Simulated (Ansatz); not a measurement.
Single points on CH5GeI⁺, that is GeH2MeI with one electron fewer.

```yaml
crystal:
  periodic: [false, false, false]
  atoms:
    - {symbol: Ge, position_ang: [0.507068, -0.615229, 0.366278]}
    - {symbol: H, position_ang: [0.483687, -0.691930, 1.902129]}
    - {symbol: H, position_ang: [1.951088, -0.705958, -0.155078]}
    - {symbol: C, position_ang: [-0.428626, 0.947368, -0.312129]}
    - {symbol: H, position_ang: [0.059659, 1.862251, 0.057058]}
    - {symbol: H, position_ang: [-1.473672, 0.936063, 0.027066]}
    - {symbol: H, position_ang: [-0.410161, 0.948463, -1.410748]}
    - {symbol: I, position_ang: [-0.689044, -2.681029, -0.474577]}
basis:
  gaussian: {orbitals: def2-TZVP, initial_orbitals: start.molden}
total_charge: 1
magnetization: {spin_polarized: true, initial_magnetization: 1}
hamiltonian: {xc: pbe0, dispersion: d4}
scf: {omitted_lower_state_checks: [starts]}
output: {orbitals: {seedname: orbitals}}
```

The file start.molden holds the orbitals of an earlier run on this structure, at another level or in another basis.

```sh
$ ansatz run in.yaml --threads 4 --pin off --events-out ev --progress --plain --max-ram 3916MiB
```

Shortened log:

```
Functional definition: PBE0
1219 factors; their error is unknown
mean field evaluation 1: about -65720.2058 eV, gradient 8.0e1 eV
mean field evaluation 2: about -65721.2819 eV, gradient 1.9e0 eV
mean field evaluation 4: about -65721.8433 eV, gradient 5.3e-1 eV
mean field evaluation 8: about -65721.8437 eV, gradient 2.0e-4 eV
mean field -65721.84366940 eV, -2415.2332069846 hartree, gradient 7.6e-6 eV, S^2 0.754369; 0 other end points of the search recorded, 0 dependent functions left out
reference -65721.84369899 eV, -2415.2332080723 hartree; 34, 33 occupied and 125, 126 virtual orbitals, 1219 factors
Total energy: -65721.96808093 eV, -2415.2377790243 hartree
Checks for a lower state left out: starts
```

Hardware: 4 threads of Arm Neoverse V2 on a shared host. Wall time 9 s, peak host memory 0.8 GiB.

First input, but with `hamiltonian: {xc: r2scan, dispersion: d4}` (abridged; 17 s):

```
Functional definition: r2SCAN
mean field evaluation 16: about -65732.2489 eV, gradient 2.7e-5 eV
mean field -65732.24885131 eV, -2415.6155903671 hartree, gradient 9.1e-7 eV, S^2 0.755195
Total energy: -65732.28168675 eV, -2415.6167970474 hartree
Checks for a lower state left out: starts
```

First input, but with `hamiltonian: {xc: pbe, dispersion: d4}` (abridged; 6 s):

```
Functional definition: PBE
mean field evaluation 16: about -65719.4860 eV, gradient 2.6e-5 eV
mean field -65719.48595393 eV, -2415.1465625395 hartree, gradient 2.7e-6 eV, S^2 0.752394
Total energy: -65719.63139918 eV, -2415.1519075538 hartree
Checks for a lower state left out: starts
```

Geometry: PBE0-D4/def2-SVP, that of the neutral singlet.

In the def2 sets I takes a core potential; there is no spin–orbit coupling. At PBE-D4/def2-TZVP the gap within one spin of the charge 1 doublet nearly closes, so an electron or hole may be smeared out by delocalisation error.
